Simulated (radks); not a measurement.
Values are calculated unless marked as measured or tabulated.
Nd, 60 electrons, occupied as [Xe] 4f6 (not the ground configuration). Level of theory: Dirac Kohn-Sham, PBE, spin-unpolarised, spherical densities, point nucleus; open shells are shared between the two j in proportion to 2j + 1 (a radial shooting solver on a logarithmic mesh with Libxc functionals). Some entries of the table are withheld. Estimate them.

orbital,occ.,eigenvalue (hartree),<r> (bohr),<r^2> (bohr^2)
1s1/2,2,-1593.509,0.02363,0.0007598
2s1/2,2,-257.5531,0.1005,0.01197
2p1/2,2,-243.6432,0.08422,(1)
2p3/2,4,-224.5294,0.09063,(2)
3s1/2,2,-55.79534,0.2659,0.08093
3p1/2,2,(3),0.2556,0.07595
3p3/2,4,(4),0.2680,0.08331
3d3/2,4,-35.71281,0.2394,0.06758
3d5/2,6,-34.88780,0.2433,0.06965
4s1/2,2,-11.02307,0.6077,0.4170
4p1/2,2,-8.78444,0.6244,0.4438
4p3/2,4,-7.95946,0.6528,0.4848
4d3/2,4,-4.28451,0.7032,(5)
4d5/2,6,-4.13920,0.7135,(6)
5s1/2,2,-1.46920,1.494,2.514
5p1/2,2,(7),1.702,3.297
5p3/2,4,(8),1.799,3.689
4f5/2,2.57143,-0.02455,1.572,5.878
4f7/2,3.42857,-0.01290,4.685,60.26

Answer. 
(1) 2p1/2 <r^2> (bohr^2): 0.008750
(2) 2p3/2 <r^2> (bohr^2): 0.01000
(3) 3p1/2 eigenvalue (hartree): -49.85886
(4) 3p3/2 eigenvalue (hartree): -46.04259
(5) 4d3/2 <r^2> (bohr^2): 0.5746
(6) 4d5/2 <r^2> (bohr^2): 0.5914
(7) 5p1/2 eigenvalue (hartree): -0.88782
(8) 5p3/2 eigenvalue (hartree): -0.78310
